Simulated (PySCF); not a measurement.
# Orbital energies, ionisation energy and electron affinity

Compound: SnBr4.
Structure used (PBE0-D3(BJ)/def2-SVP), in Å, numbered top down from 1:
```xyz
5
SnBr4 angstrom
Sn     0.0157   -0.0141    0.0128
Br    -0.1690   -0.1033    2.4695
Br     2.3823   -0.0135   -0.6643
Br    -1.0717    1.9974   -0.8997
Br    -1.0825   -1.9769   -0.9805
```

Level: wB97X-D/def2-SVPD (PySCF). Frontier orbitals with their largest atomic shares (Löwdin; up to four atoms above 4 %):

```json
{"orbital": "HOMO−3", "ε (eV)": "-11.13", "main atoms": "Br2 31 %, Br3 25 %, Br4 22 %, Br5 16 %"}
{"orbital": "HOMO−2", "ε (eV)": "-10.84", "main atoms": "Br4 36 %, Br3 31 %, Br2 29 %, Br5 4 %"}
{"orbital": "HOMO−1", "ε (eV)": "-10.83", "main atoms": "Br5 43 %, Br2 29 %, Br3 20 %, Br4 8 %"}
{"orbital": "HOMO", "ε (eV)": "-10.80", "main atoms": "?"}
{"orbital": "LUMO", "ε (eV)": "-2.17", "main atoms": "Sn1 23 %, Br2 21 %, Br4 19 %, Br3 19 %"}
{"orbital": "LUMO+1", "ε (eV)": "0.80", "main atoms": "Sn1 36 %, Br5 21 %, Br4 17 %, Br2 13 %"}
{"orbital": "LUMO+2", "ε (eV)": "0.83", "main atoms": "Sn1 36 %, Br3 23 %, Br4 14 %, Br5 14 %"}
```

Q: What vertical ionisation energy does ΔSCF give, and how far is −ε(HOMO) from it?

A: ΔSCF: 11.03 eV (1064 kJ/mol; threshold wavelength 112 nm); ⟨S²⟩ of the doublet left behind is 0.758, against 0.75 for a pure doublet. −ε(HOMO) is 10.80 eV, 0.23 eV below it. For the exact functional −ε(HOMO) would equal the first vertical ionisation energy; wB97X-D (range-separated hybrid) comes within 0.23 eV of that here. Holes in the HOMO−1 and HOMO−2 were tried too where these lie within 1.2 eV of the HOMO; the lowest converged state counts.

Q: On which atoms does the HOMO lie?

A: Br5 (bromine bonded to Sn) 38 %, Br4 (bromine bonded to Sn) 33 %, Br3 (bromine bonded to Sn) 29 %, so no atom holds as much as 40 %. The HOMO−1 lies 0.03 eV lower.

Q: And the vertical electron affinity, the fundamental gap, Mulliken's electronegativity and the hardness (with the factor ½)?

A: EA = 2.12 eV by ΔSCF (−ε(LUMO) = 2.17 eV). IE − EA = 8.91 eV against an orbital gap of 8.63 eV; (IE + EA)/2 = 6.57 eV; (IE − EA)/2 = 4.46 eV.

Q: The lowest singlet excitation (vertical TDDFT, same level) lies at 4.35 eV. How far is it below IE − EA?

A: IE − EA = 8.91 eV, so by 4.56 eV.

Q: Shift the occupied levels rigidly so that −ε(HOMO) equals the ΔSCF value. What binding energies result?

A: The shift is +0.23 eV: HOMO 11.03, HOMO−1 11.06, HOMO−2 11.07, HOMO−3 11.36 eV. A rigid shift is only a rough guide to the deeper ionisations.

Isolated species at its PBE0-D3(BJ)/def2-SVP geometry, gas phase. Atoms past krypton carry effective core potentials; spin–orbit coupling is left out. The calculation is non-relativistic apart from the core potentials, for bromine too.
